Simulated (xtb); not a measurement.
C2H7OSi, doublet, at a GFN2-xTB geometry; GFN2-xTB in xtb 6.7.1.

The xtb input:
```
$ xtb mol.xyz --gfn 2 --uhf 1 --acc 1000 --json

# file mol.xyz
11

C     -1.25117299    -1.14189568    -0.08340094
Si    -0.05201846     0.40660041    -0.28931395
C      1.52901773    -0.73370817    -0.00961272
O     -0.23588869     1.46340425     0.79243281
H     -1.03290529    -1.90381264    -0.81733669
H     -1.16645880    -1.53241009     0.91999748
H     -2.23728515    -0.72883310    -0.24052025
H     -0.06203034     0.73298104    -1.71758477
H      1.50806457    -1.13973666     0.99098121
H      2.36169124    -0.05361154    -0.11846018
H      1.57722329    -1.52059366    -0.74806204
```

It wrote (shortened):

```
   ID    Z sym.   atoms
    1    6 C      1, 3
    2   14 Si     2
    3    8 O      4
    4    1 H      5-11

           -------------------------------------------------
          |                Calculation Setup                |
           -------------------------------------------------

           -------------------------------------------------
          |                 G F N 2 - x T B                 |
           -------------------------------------------------

          ...................................................
          :                      SETUP                      :
          :.................................................:
          :  # basis functions                  29          :
          :  # atomic orbitals                  28          :
          :  # shells                           16          :
          :  # electrons                        25          :
          :  max. iterations                   250          :
          :  Hamiltonian                  GFN2-xTB          :
          :  restarted?                      false          :
          :  GBSA solvation                  false          :
          :  PC potential                    false          :
          :  electronic temp.          300.0000000     K    :
          :  accuracy                 1000.0000000          :
          :  -> integral cutoff          0.2000000E+02      :
          :  -> integral neglect         0.1000000E-04      :
          :  -> SCF convergence          0.1000000E-02 Eh   :
          :  -> wf. convergence          0.1000000E+00 e    :
          :  Broyden damping             0.4000000          :
          :  net charge                          0          :
          :  unpaired electrons                  1          :
          ...................................................

 iter      E             dE          RMSdq      gap      omega  full diag
   1    -13.6776996 -0.136777E+02  0.820E+00    6.78       0.0  T
   2    -13.7069678 -0.292682E-01  0.651E+00    6.13       1.0  T
   3    -13.7337272 -0.267594E-01  0.416E+00    6.48       1.0  T
   4    -13.7739783 -0.402511E-01  0.155E+00    6.46       1.0  T
   5    -13.7732669  0.711491E-03  0.107E+00    6.68       1.0  T
   6    -13.7737650 -0.498150E-03  0.612E-01    6.41       1.0  T
   7    -13.7761541 -0.238909E-02  0.262E-01    6.57       1.0  T
   8    -13.7763645 -0.210408E-03  0.799E-02    6.63       1.0  T

   *** convergence criteria satisfied after 8 iterations ***

         :::::::::::::::::::::::::::::::::::::::::::::::::::::
         ::                     SUMMARY                     ::
         :::::::::::::::::::::::::::::::::::::::::::::::::::::
         :: total energy             -13.611597482991 Eh    ::
         :: gradient norm              0.000961342579 Eh/a0 ::
         :: HOMO-LUMO gap              6.627855976806 eV    ::
         ::.................................................::
         :: SCC energy               -13.776359051372 Eh    ::
         :: -> isotropic ES            0.036019276070 Eh    ::
         :: -> anisotropic ES          0.010230286031 Eh    ::
         :: -> anisotropic XC         -0.004191568755 Eh    ::
         :: -> dispersion             -0.005399994863 Eh    ::
         :: repulsion energy           0.164761568382 Eh    ::
         :: add. restraining           0.000000000000 Eh    ::
         :: total charge              -0.000000000000 e     ::
         :::::::::::::::::::::::::::::::::::::::::::::::::::::

           -------------------------------------------------
          |                Property Printout                |
           -------------------------------------------------

    * Orbital Energies and Occupations

         #    Occupation            Energy/Eh            Energy/eV
      -------------------------------------------------------------
         1        2.0000           -0.7524191             -20.4744
         2        2.0000           -0.6095513             -16.5867
         3        2.0000           -0.5979420             -16.2708
         4        2.0000           -0.5616414             -15.2830
         5        2.0000           -0.5020071             -13.6603
         6        2.0000           -0.5008108             -13.6278
         7        2.0000           -0.4900108             -13.3339
         8        2.0000           -0.4886508             -13.2969
         9        2.0000           -0.4519602             -12.2985
        10        2.0000           -0.4486616             -12.2087
        11        2.0000           -0.4448177             -12.1041
        12        1.9998           -0.4073308             -11.0840
        13        1.0002           -0.3915587             -10.6549 (HOMO)
        14                         -0.1479894              -4.0270 (LUMO)
        15                         -0.1040436              -2.8312
        16                         -0.0784706              -2.1353
        17                          0.0279123               0.7595
        18                          0.0412125               1.1214
        19                          0.1257877               3.4229
        20                          0.1643206               4.4714
        21                          0.1849108               5.0317
        22                          0.2038780               5.5478
        23                          0.2103717               5.7245
        24                          0.2226502               6.0586
       ...                                ...                  ...
        28                          0.9358356              25.4654
      -------------------------------------------------------------
                  HL-Gap            0.2435692 Eh            6.6279 eV
             Fermi-level           -0.3346094 Eh           -9.1052 eV

     #   Z          covCN         q      C6AA      α(0)
     1   6 C        3.637    -0.149    23.811     7.020
     2  14 Si       3.409     0.501   105.992    20.226
     3   6 C        3.637    -0.149    23.813     7.020
     4   8 O        0.771    -0.397    21.668     6.239
     5   1 H        0.926     0.046     2.374     2.410
     6   1 H        0.926     0.051     2.302     2.373
     7   1 H        0.926     0.040     2.452     2.449
     8   1 H        0.918    -0.079     4.870     3.452
     9   1 H        0.926     0.051     2.302     2.373
    10   1 H        0.926     0.040     2.452     2.449
    11   1 H        0.926     0.046     2.374     2.410

 Mol. C6AA /au·bohr⁶  :       1281.928576
 Mol. C8AA /au·bohr⁸  :      39180.871916
 Mol. α(0) /au        :         58.418791

Wiberg/Mayer (AO) data.
largest (>0.10) Wiberg bond orders for each atom

 ---------------------------------------------------------------------------
     #   Z sym  total        # sym  WBO       # sym  WBO       # sym  WBO
 ---------------------------------------------------------------------------
     1   6 C    3.887 --     7 H    0.999     5 H    0.998     6 H    0.997
                             2 Si   0.616     3 C    0.132
     2  14 Si   4.108 --     4 O    2.032     8 H    0.881     3 C    0.616
                             1 C    0.616
     3   6 C    3.887 --    10 H    0.999    11 H    0.998     9 H    0.997
                             2 Si   0.616     1 C    0.132
     4   8 O    2.287 --     2 Si   2.032
     5   1 H    0.998 --     1 C    0.998
     6   1 H    0.997 --     1 C    0.997
     7   1 H    0.998 --     1 C    0.999
     8   1 H    0.994 --     2 Si   0.881
     9   1 H    0.997 --     3 C    0.997
    10   1 H    0.998 --     3 C    0.999
    11   1 H    0.998 --     3 C    0.998
 ---------------------------------------------------------------------------

Topologies differ in total number of bonds
Writing topology from bond orders to xtbtopo.mol

molecular dipole:
                 x           y           z       tot (Debye)
 q only:        0.148      -0.908      -0.564
   full:        0.261      -1.625      -0.834       4.690
molecular quadrupole (traceless):
                xx          xy          yy          xz          yz          zz
 q only:        2.188       0.686      -1.945       0.411      -2.338      -0.242
  q+dip:        2.347       0.968      -3.624       0.409      -2.567       1.277
   full:        5.010       1.415      -3.701       0.739      -3.847      -1.310

           -------------------------------------------------
          | TOTAL ENERGY              -13.611597482991 Eh   |
          | GRADIENT NORM               0.000961342579 Eh/α |
          | HOMO-LUMO GAP               6.627855976806 eV   |
           -------------------------------------------------

normal termination of xtb
```
